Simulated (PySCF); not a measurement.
# Ge: ionisation energy

Ge [Ar] 3d10 4s2 4p2 (3P) → Ge⁺ [Ar] 3d10 4s2 4p1 (2P), as a difference of total energies. Calculation: PySCF 2.14, in aug-cc-pVTZ-PP with one added diffuse shell each of s, d, f type with ECP10MDF (7s5p5d3f, 68 functions); scalar relativity through the core potential. Correlated levels: valence: 3s2 3p6 3d10 frozen. The calculations carry no spin-orbit coupling.

```
           method  ionisation energy (eV)
              UHF                   7.404
              LDA                   7.964
              PBE                   7.845
             PBE0                   7.888
           r2SCAN                   8.019
        BHandHLYP                   7.729
          wB97X-V                   7.696
             MN15                   7.773
          r2SCANh                   8.018
    MP2 (valence)                   7.759
SCS-MP2 (valence)                   7.681
```

How much does correlation contribute at MP2 (valence)?

7.759 − (7.404) = 0.355 eV, measured against UHF.

Errors of the correlated levels include the incompleteness of this basis and the frozen core.

For comparison: 7.925 eV (measured; NIST levels, between the centres of gravity of the two terms).
